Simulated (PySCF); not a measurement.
## Bond curve of AlSb

Set-up: PySCF, scalar-relativistic core potentials, basis sets Al cc-pV(D+d)Z, Sb cc-pVDZ-PP with ECP28. Energies in eV from Al + Sb in their ground configurations at the same level. State: ³Σ⁻ (triplet), unpaired electrons π ↑↑.

All columns are revPBE. A positive dipole means Al(−)Sb(+).

```tsv
R (Å)	E (eV)	μ (D)	Mulliken charge on Al (basis-dependent)	HOMO (eV)	LUMO (eV)	Mayer bond order	⟨S²⟩
2.379	-1.123	0.93	-0.02	-4.13	-4.58	1.34	2.00
2.489	-1.483	0.53	0.02	-4.20	-4.38	1.31	2.00
2.600	-1.689	0.13	0.06	-4.24	-4.20	1.28	2.01
2.683	-1.769	-0.18	0.09	-4.26	-4.07	1.26	2.01
2.766	-1.802	-0.48	0.11	-4.27	-3.95	1.24	2.01
2.849	-1.799	-0.78	0.13	-4.27	-3.84	1.22	2.01
2.960	-1.752	-1.17	0.15	-4.25	-3.70	1.19	2.01
3.098	-1.646	-1.64	0.16	-4.21	-3.56	1.16	2.01
3.264	-1.479	-2.15	0.18	-4.15	-3.41	1.12	2.02
3.485	-1.227	-2.75	0.19	-4.04	-3.28	1.07	2.03
```

A fit through these points gives, at Re = 2.797 Å, μ = -0.60 D and dμ/dR = -3.63 D/Å; the reduced mass is 22.06 u.

Q: How strong is the fundamental in the double-harmonic approximation, I = 42.26·(dμ/dR)²/μred km/mol?

A: I = 42.26·(-3.63)²/22.06 = 25.2 km/mol at revPBE.

Spin–orbit coupling is left out, which matters for elements this heavy, above all for dissociation energies. The state is the lowest determinant that a PBE0 search found; another state may lie lower at other levels.

At some distances an empty level lies below a filled one, because the occupation is held.
